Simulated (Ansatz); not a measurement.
O₃Te, SMILES [O-][Te+2]([O-])=O.

Coordinates come from a PBE-D3(BJ)/def2-SVP optimisation. The def2 effective core potentials stand for the cores of Te; spin–orbit coupling is left out.

Two levels are set side by side: PBE/def2-SVPD (Ansatz, a program for electronic structure) and ωB97X-V/def2-SVPD (Ansatz). Energy differences of separate SCF runs at the same geometry; the states with an electron removed or added have multiplicity 2 and 2. Differences are taken from unrounded values.

| quantity | ωB97X-V |
|---|---|
| vertical ionisation energy (eV) | 12.26 |
| vertical electron affinity (eV) | 3.08 |
| vertical singlet–triplet gap (eV) | 2.31 |

### Question
What does PBE give, and how far is it from ωB97X-V? (Estimate from the structure and the level; the computed values follow.)

### Answer

| quantity | PBE | PBE minus ωB97X-V |
|---|---|---|
| vertical ionisation energy (eV) | 11.62 | -0.65 |
| vertical electron affinity (eV) | 2.93 | -0.15 |
| vertical singlet–triplet gap (eV) | 1.89 | -0.42 |
